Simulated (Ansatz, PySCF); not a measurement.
Gas-phase reaction in SMILES: C[SiH2]O[SiH2]C → C[SiH2]O[SiH2] + [CH3] (CH3) (the C-Si bond at the site shown breaks; other sites are not compared here)
Each molecule is optimised on its own at B3LYP-D3(BJ)/def2-TZVP (Ansatz, a first-principles code), one conformer each, not searched for the lowest.
Geometry of the first species:
SMILES: [SiH2](O[SiH2]C)C
```xyz
15

C     -2.6212     1.0509     0.2830
Si    -1.5864    -0.4112    -0.2267
O     -0.0018    -0.0485    -0.0061
Si     1.5574    -0.5405    -0.1403
C      2.6789     0.8309     0.4338
H     -2.3768     1.9295    -0.3171
H     -3.6837     0.8335     0.1496
H     -2.4550     1.2983     1.3333
H     -1.9350    -1.6023     0.5878
H     -1.8202    -0.7395    -1.6555
H      1.7608    -1.7570     0.6859
H      1.8426    -0.8859    -1.5557
H      2.5373     1.7288    -0.1708
H      3.7259     0.5288     0.3528
H      2.4794     1.0867     1.4762
```

Property: bond dissociation energy (0 K, with B3LYP-D3(BJ) harmonic zero-point energies from PySCF), in kJ/mol. Correlated levels leave the core frozen unless marked. UHF or UKS for open shells. Spin-orbit coupling is left out. No relativistic terms. CBS(X,Y): correlation extrapolated as X^-3; Hartree-Fock from the larger set. The bracket is a focal-point correction in the basis named.

```json
[
 {"level": "r2SCAN/def2-TZVPD", "program": "Ansatz", "bond dissociation energy (kJ/mol)": "348.6"},
 {"level": "B97M-V/def2-TZVPD", "program": "Ansatz", "bond dissociation energy (kJ/mol)": "375.3"},
 {"level": "PBE0/STO-3G", "program": "Ansatz", "bond dissociation energy (kJ/mol)": "469.4"},
 {"level": "HSE06/def2-TZVPD", "program": "Ansatz", "bond dissociation energy (kJ/mol)": "361.8"},
 {"level": "wB97X-V/def2-TZVPD", "program": "Ansatz", "bond dissociation energy (kJ/mol)": "384.3"},
 {"level": "MP2/cc-pV(T+d)Z", "program": "Ansatz", "bond dissociation energy (kJ/mol)": "384.7"},
 {"level": "SCS-MP2/6-31G*", "program": "Ansatz", "bond dissociation energy (kJ/mol)": "364.2"},
 {"level": "SCS-MP2/cc-pV(T+d)Z", "program": "Ansatz", "bond dissociation energy (kJ/mol)": "381.7"},
 {"level": "CCSD/cc-pV(D+d)Z", "program": "Ansatz", "bond dissociation energy (kJ/mol)": "353.0"},
 {"level": "CCSD/CBS(cc-pV(T+d)Z,cc-pV(Q+d)Z)", "program": "Ansatz", "bond dissociation energy (kJ/mol)": "374.7"},
 {"level": "CCSD(T)/6-31G*", "program": "Ansatz", "bond dissociation energy (kJ/mol)": "357.8"},
 {"level": "CCSD(T)/cc-pV(D+d)Z", "program": "Ansatz", "bond dissociation energy (kJ/mol)": "358.4"},
 {"level": "CCSD(T) with core electrons (1s frozen past Ne)/cc-pwCVTZ", "program": "Ansatz", "bond dissociation energy (kJ/mol)": "376.3"},
 {"level": "RI-MP2/CBS(aug-cc-pV(T+d)Z,aug-cc-pV(Q+d)Z)+[CCSD(T)-MP2]/aug-cc-pV(D+d)Z", "program": "Ansatz", "bond dissociation energy (kJ/mol)": "383.2"},
 {"level": "CCSD(T)/CBS(cc-pV(T+d)Z,cc-pV(Q+d)Z)", "program": "Ansatz", "bond dissociation energy (kJ/mol)": "383.1"}
]
```
